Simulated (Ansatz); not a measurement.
Ansatz (an electronic-structure program) input (B3LYP-D3(BJ)/def2-TZVP):

Ansatz 0.2 input:
```yaml
crystal:
  periodic: [false, false, false]
  atoms:
    - {symbol: In, position_ang: [-0.00000000, -0.00000000, -0.60420182]}
    - {symbol: Cl, position_ang: [0.00000000, 0.00000000, 1.74152289]}
basis:
  gaussian:
    orbitals: def2-TZVP
hamiltonian:
  xc: b3lyp
  dispersion: d3bj
total_charge: 1
magnetization: {spin_polarized: true, initial_magnetization: 1}
phonons: {temperatures: {t_min: 298.15, t_max: 298.15, t_step: 100}}
```

Output:

```
Functional definition: B3LYP
integrals: 0.02 GiB planned
728 factors; their error is unknown
mean field: 0.31 GiB planned
mean field evaluation 1: about -17683.1623 eV, gradient 3.9e1 eV
mean field evaluation 2: about -17556.6277 eV, gradient 1.2e2 eV
mean field evaluation 4: about -17691.5422 eV, gradient 7.3e0 eV
mean field evaluation 8: about -17691.8685 eV, gradient 3.9e-2 eV
mean field evaluation 16: about -17691.9393 eV, gradient 5.0e-5 eV
mean field -17691.93929805 eV, -650.1667771760 hartree, gradient 5.0e-5 eV, S^2 0.755684; 1 other end points of the search recorded, 0 dependent functions left out
the calculation of the forces begins
reference -17691.93949094 eV, -650.1667842649 hartree; 19, 18 occupied and 68, 69 virtual orbitals, 728 factors
these checks for a lower state are left out or cut short: stability, starts, cluster_reference, orbital_swaps, neighbouring_geometries, increment
integrals: 0.02 GiB planned
728 factors; their error is unknown
mean field: 0.31 GiB planned
mean field -17691.93929805 eV, -650.1667771763 hartree, gradient 1.2e-6 eV, S^2 0.755684; 0 other end points of the search recorded, 0 dependent functions left out
the calculation of the forces begins
reference -17691.93949095 eV, -650.1667842652 hartree; 19, 18 occupied and 68, 69 virtual orbitals, 728 factors
these checks for a lower state are left out or cut short: stability, starts, cluster_reference, orbital_swaps, neighbouring_geometries, increment
integrals: 0.02 GiB planned
728 factors; their error is unknown
mean field: 0.31 GiB planned
mean field evaluation 32: about -17691.9393 eV, gradient 4.5e-2 eV
mean field -17691.93929805 eV, -650.1667771763 hartree, gradient 1.2e-6 eV, S^2 0.755684; 0 other end points of the search recorded, 0 dependent functions left out
the calculation of the forces begins
reference -17691.93949095 eV, -650.1667842652 hartree; 19, 18 occupied and 68, 69 virtual orbitals, 728 factors
these checks for a lower state are left out or cut short: stability, starts, cluster_reference, orbital_swaps, neighbouring_geometries, increment
integrals: 0.02 GiB planned
728 factors; their error is unknown
mean field: 0.31 GiB planned
mean field -17691.93929805 eV, -650.1667771763 hartree, gradient 1.2e-6 eV, S^2 0.755684; 0 other end points of the search recorded, 0 dependent functions left out
the calculation of the forces begins
reference -17691.93949095 eV, -650.1667842652 hartree; 19, 18 occupied and 68, 69 virtual orbitals, 728 factors
these checks for a lower state are left out or cut short: stability, starts, cluster_reference, orbital_swaps, neighbouring_geometries, increment
integrals: 0.02 GiB planned
728 factors; their error is unknown
mean field: 0.31 GiB planned
mean field -17691.93929805 eV, -650.1667771763 hartree, gradient 1.2e-6 eV, S^2 0.755684; 0 other end points of the search recorded, 0 dependent functions left out
the calculation of the forces begins
reference -17691.93949095 eV, -650.1667842652 hartree; 19, 18 occupied and 68, 69 virtual orbitals, 728 factors
these checks for a lower state are left out or cut short: stability, starts, cluster_reference, orbital_swaps, neighbouring_geometries, increment
integrals: 0.02 GiB planned
728 factors; their error is unknown
mean field: 0.31 GiB planned
mean field -17691.93925822 eV, -650.1667757125 hartree, gradient 3.1e-6 eV, S^2 0.755649; 0 other end points of the search recorded, 0 dependent functions left out
the calculation of the forces begins
reference -17691.93945107 eV, -650.1667827996 hartree; 19, 18 occupied and 68, 69 virtual orbitals, 728 factors
these checks for a lower state are left out or cut short: stability, starts, cluster_reference, orbital_swaps, neighbouring_geometries, increment
integrals: 0.02 GiB planned
728 factors; their error is unknown
mean field: 0.31 GiB planned
mean field evaluation 64: about -17691.9393 eV, gradient 2.6e-4 eV
mean field -17691.93928461 eV, -650.1667766823 hartree, gradient 3.1e-6 eV, S^2 0.755719; 0 other end points of the search recorded, 0 dependent functions left out
the calculation of the forces begins
reference -17691.93947756 eV, -650.1667837730 hartree; 19, 18 occupied and 68, 69 virtual orbitals, 728 factors
these checks for a lower state are left out or cut short: stability, starts, cluster_reference, orbital_swaps, neighbouring_geometries, increment
integrals: 0.02 GiB planned
728 factors; their error is unknown
mean field: 0.31 GiB planned
mean field -17691.93929805 eV, -650.1667771763 hartree, gradient 1.2e-6 eV, S^2 0.755684; 0 other end points of the search recorded, 0 dependent functions left out
the calculation of the forces begins
reference -17691.93949095 eV, -650.1667842652 hartree; 19, 18 occupied and 68, 69 virtual orbitals, 728 factors
these checks for a lower state are left out or cut short: stability, starts, cluster_reference, orbital_swaps, neighbouring_geometries, increment
integrals: 0.02 GiB planned
728 factors; their error is unknown
mean field: 0.31 GiB planned
mean field -17691.93929805 eV, -650.1667771763 hartree, gradient 1.2e-6 eV, S^2 0.755684; 0 other end points of the search recorded, 0 dependent functions left out
the calculation of the forces begins
reference -17691.93949095 eV, -650.1667842652 hartree; 19, 18 occupied and 68, 69 virtual orbitals, 728 factors
these checks for a lower state are left out or cut short: stability, starts, cluster_reference, orbital_swaps, neighbouring_geometries, increment
integrals: 0.02 GiB planned
728 factors; their error is unknown
mean field: 0.31 GiB planned
mean field -17691.93929805 eV, -650.1667771763 hartree, gradient 1.2e-6 eV, S^2 0.755684; 0 other end points of the search recorded, 0 dependent functions left out
the calculation of the forces begins
reference -17691.93949095 eV, -650.1667842652 hartree; 19, 18 occupied and 68, 69 virtual orbitals, 728 factors
these checks for a lower state are left out or cut short: stability, starts, cluster_reference, orbital_swaps, neighbouring_geometries, increment
integrals: 0.02 GiB planned
728 factors; their error is unknown
mean field: 0.31 GiB planned
mean field -17691.93929805 eV, -650.1667771763 hartree, gradient 1.2e-6 eV, S^2 0.755684; 0 other end points of the search recorded, 0 dependent functions left out
the calculation of the forces begins
reference -17691.93949095 eV, -650.1667842652 hartree; 19, 18 occupied and 68, 69 virtual orbitals, 728 factors
these checks for a lower state are left out or cut short: stability, starts, cluster_reference, orbital_swaps, neighbouring_geometries, increment
integrals: 0.02 GiB planned
728 factors; their error is unknown
mean field: 0.31 GiB planned
mean field evaluation 96: about -17691.8684 eV, gradient 1.7e-1 eV
mean field -17691.93928461 eV, -650.1667766823 hartree, gradient 3.1e-6 eV, S^2 0.755719; 0 other end points of the search recorded, 0 dependent functions left out
the calculation of the forces begins
reference -17691.93947756 eV, -650.1667837730 hartree; 19, 18 occupied and 68, 69 virtual orbitals, 728 factors
these checks for a lower state are left out or cut short: stability, starts, cluster_reference, orbital_swaps, neighbouring_geometries, increment
integrals: 0.02 GiB planned
728 factors; their error is unknown
mean field: 0.31 GiB planned
mean field -17691.93925822 eV, -650.1667757125 hartree, gradient 3.1e-6 eV, S^2 0.755649; 0 other end points of the search recorded, 0 dependent functions left out
the calculation of the forces begins
reference -17691.93945107 eV, -650.1667827996 hartree; 19, 18 occupied and 68, 69 virtual orbitals, 728 factors
Total energy: -17692.02368962 eV, -650.1698785093 hartree
Atom 0 at    -0.000000    -0.000000    -0.604202 Å, force    -0.000000     0.000000    -0.001829 eV/Å
Atom 1 at     0.000000     0.000000     1.741523 Å, force     0.000000    -0.000000     0.001829 eV/Å
Dipole moment:    -0.000000    -0.000000    -0.627426 e Å
Vibrations: 292.64 cm⁻¹, zero-point energy 0.018142 eV
```
